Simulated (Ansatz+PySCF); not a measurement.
The numbers below are computed, except where a source is named.
Input for Ansatz (development build ahead of 0.2.0):

```yaml
crystal:
  periodic: [false, false, false]
  atoms:
    - { symbol: Co, position_ang: [0.0, 0.0, 0.0] }
basis:
  gaussian: { orbitals: def2-SVP }
magnetization:
  initial_magnetization: 3
hamiltonian:
  xc: { name: wB97X }
scf:
  omitted_lower_state_checks: [stability, starts, atomic_configurations, cluster_reference, orbital_swaps, given_window_search, neighbouring_geometries, increment]
```

The input is written out in the form of the current development build from the run's settings.

Results

```
Converged                                                          : yes
Total energy                                                       : -1382.49330 hartree
Spin squared of the determinant                                    : 3.750
Occupied orbitals by symmetry in an Abelian subgroup (alpha; beta) : 6 Ag 1 B1g 2 B1u 1 B2g 2 B2u 1 B3g 2 B3u; 4 Ag 2 B1u 1 B2g 2 B2u 1 B3g 2 B3u
```

This is not the lowest solution: another run reaches a determinant 1.19 eV lower. Caution: an unrestricted determinant lies well below.
